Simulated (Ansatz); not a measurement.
Basis-set extrapolation for C₂H₆AlNO (`O/C=N/[CH2][AlH2]`) (PBE0-D4/def2-TZVP geometry, frozen core, Ansatz 0.2.0). Multiplicity 1, RHF reference.

```tsv
	def2-TZVPP	def2-QZVPP
HF	-450.515587	-450.532386
MP2 correlation	-0.850685	-0.911349
CCSD(T) correlation	-0.921855	not run
```

Energies in hartree. Use E(X) = E(∞) + A·exp(−7.88·√X) for Hartree–Fock and E(X) = E(∞) + B·X^(−2.97) for correlation, with X = 3 and 4, and add CCSD(T) minus MP2 of the smaller set to the MP2 limit.

Question: What is the CCSD(T) energy at the basis-set limit?

Answer: HF limit: -450.532386 + (-0.016799) × 0.13774 = -450.53470. MP2 limit: -0.911349 + (-0.060664) × 0.74074 = -0.95629. Higher-order term: -0.921855 − (-0.850685) = -0.07117. Total: -451.56216 hartree, 3.39 eV below CCSD(T)/def2-TZVPP.
